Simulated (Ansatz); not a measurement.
C4H12GeS2⁺, that is Ge(SMe)2Me2 with one electron fewer. Total charge 1; doublet. Geometry r2SCAN-D4/def2-SVP, that of the neutral singlet; atoms count from 1.

```xyz
19

Ge    0.3438   -0.5840   -0.0506
S     1.3785   -0.9185    1.8909
C     0.7628    0.5297    2.8264
H     0.8806    1.4504    2.2363
H     1.3755    0.6052    3.7351
H    -0.2897    0.4011    3.1182
S     1.1212    1.3827   -0.8054
C    -0.2555    1.9134   -1.8897
H    -0.4362    1.1984   -2.7066
H     0.0495    2.8720   -2.3328
H    -1.1848    2.0711   -1.3230
C    -1.5953   -0.4687    0.1713
H    -2.0973   -0.3884   -0.8052
H    -1.8701    0.4043    0.7815
H    -1.9505   -1.3805    0.6754
C     0.8654   -2.0592   -1.2101
H     0.4506   -1.9096   -2.2185
H     0.4902   -3.0130   -0.8083
H     1.9612   -2.1062   -1.2848
```

(1) Estimate the Mulliken populations from the PBE0/def2-TZVP orbitals of Ansatz.

(2) Where does the spin sit?

(3) And the Mayer bond orders between bonded heavy atoms (over 0.3)?

Answers

(1) 
```tsv
atom	charge (e)	spin (α − β)
Ge1	0.27	-0.06
S2	0.04	0.47
C3	-0.37	-0.02
H4	0.18	0.02
H5	0.20	0.00
H6	0.19	0.02
S7	0.02	0.46
C8	-0.38	-0.02
H9	0.19	0.01
H10	0.20	0.00
H11	0.19	0.02
C12	-0.45	0.07
H13	0.19	0.00
H14	0.18	0.00
H15	0.20	0.00
C16	-0.38	0.03
H17	0.17	0.00
H18	0.18	0.00
H19	0.18	0.00
```
Mulliken values and Mayer orders depend strongly on the basis.

(2) Summed by element: Ge -0.06, S 0.93, C 0.06, H 0.07, of 1 unpaired in all. Largest on single atoms: S2 0.47, S7 0.46, C12 0.07.

(3) Ge1–S2 1.01 (2.23 Å); Ge1–S7 0.97 (2.25 Å); Ge1–C12 0.92 (1.96 Å); Ge1–C16 0.98 (1.95 Å); S2–C3 0.99 (1.83 Å); S7–C8 1.01 (1.83 Å). Values over 0.3 also appear between atoms too far apart for a bond (S2–S7 0.33 at 3.55 Å); they arise where an orbital or an unpaired electron spreads over both atoms.
